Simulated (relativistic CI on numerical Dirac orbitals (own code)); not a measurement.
Energy levels of Ce¹¹⁺

Computed by Dirac-Coulomb-Breit CI, orbitals from a KLI potential per configuration, model QED (radiative potential, 1s self-energy scaled to tabulated hydrogen-like ionisation energies), unscaled Slater integrals (own radial code, finite nucleus).

CI space (outside the closed core [Kr]): 4d¹⁰5s, 4d¹⁰5p, 4d¹⁰4f, 4d¹⁰5d, 4d¹⁰5f, 4d⁹5s4f, 4d¹⁰5g, 4d¹⁰6s, 4d¹⁰6p, 4d⁹5s², 4d¹⁰6d. Double excitations out of closed p, d and f shells are left out; levels of such configurations are missing from the list, as are those of other unlisted configurations, and high levels can miss mixing partners.

The lowest level is 4d¹⁰5s ²S1/2, with 100 % of that term; Hund's rules for 4d¹⁰5s give ²S with J = 1/2, in agreement.

```
No.  Configuration  Term     J  E (cm⁻¹)    %  Lifetime (s)
  1         4d¹⁰5s    ²S   1/2         0  100              
  2         4d¹⁰4f   ²F°   5/2    147966  100      6.46e+02
  3         4d¹⁰4f   ²F°   7/2    150569  100      4.87e+00
  4         4d¹⁰5p   ²P°   1/2    156373  100      2.57e-10
  5         4d¹⁰5p   ²P°   3/2    193049  100      1.35e-10
  6         4d¹⁰5d    ²D   3/2    450655  100      2.00e-11
  7         4d¹⁰5d    ²D   5/2    457067  100      2.37e-11
  8         4d¹⁰6s    ²S   1/2    658039  100      1.35e-11
  9         4d¹⁰6p   ²P°   1/2    728992  100      2.12e-11
 10         4d¹⁰5f   ²F°   5/2    739135  100      1.81e-11
 11         4d¹⁰5f   ²F°   7/2    740206  100      1.87e-11
 12         4d¹⁰6p   ²P°   3/2    744727  100      2.47e-11
 13         4d⁹5s²    ²D   5/2    786208  100      1.37e-08
 14         4d⁹5s²    ²D   3/2    813798  100      1.48e-08
 15        4d⁹5s4f   ⁴P°   1/2    850052   97      1.08e-08
 16        4d⁹5s4f   ⁴P°   3/2    854494   94      2.35e-09
 17        4d⁹5s4f   ⁴P°   5/2    863169   91      1.18e-05
 18         4d¹⁰6d    ²D   3/2    864862  100      4.95e-11
 19        4d⁹5s4f   ²P°   1/2    865296   94      2.58e-09
 20         4d¹⁰6d    ²D   5/2    867869  100      5.45e-11
 21        4d⁹5s4f   ²P°   3/2    874637   86      1.31e-08
 22        4d⁹5s4f   ⁴H°  13/2    875855  100              
 23        4d⁹5s4f   ⁴H°  11/2    879028   87      3.52e-06
 24        4d⁹5s4f   ⁴H°   9/2    883112   71      1.33e-06
 25        4d⁹5s4f   ²H°  11/2    889514   99      7.86e-07
 26        4d⁹5s4f   ⁴F°   7/2    892540   43      2.49e-06
 27        4d⁹5s4f   ⁴F°   5/2    892678   45      1.14e-06
 28        4d⁹5s4f   ⁴H°   7/2    893552   71      2.20e-06
 29        4d⁹5s4f   ⁴F°   3/2    893603   44      6.80e-09
 30         4d¹⁰5g    ²G   9/2    894905  100      6.73e-12
```

Energies count from the lowest computed level; ° marks odd parity; lifetimes are radiative, by E1, M1, E2, M2, E3 decay to levels of this space only; some are left blank where a channel outside the calculation adds to the decay or the decay crosses a small, uncertain gap.

The mean weight of the leading LS term, summed over parents, in these 30 levels is 91 %, and that of the leading jj configuration (from the same eigenvectors) 86 %.

At this charge transitions that keep the count of f electrons are usually good to a few per cent. Levels and lines within the n = 5 or 6 shells can be off by up to 10 % or somewhat more, and those that change n by about 2 %, since core polarisation is missing. Levels that differ in their count of f electrons can be misplaced by several ten thousand cm⁻¹, since the correlation energy of f electrons is missing or only estimated; rates across such gaps can be off by orders of magnitude.

LS names give the leading component of a level, which can be under half, so a name can repeat, a term be missing and a line seem to break the LS rules.
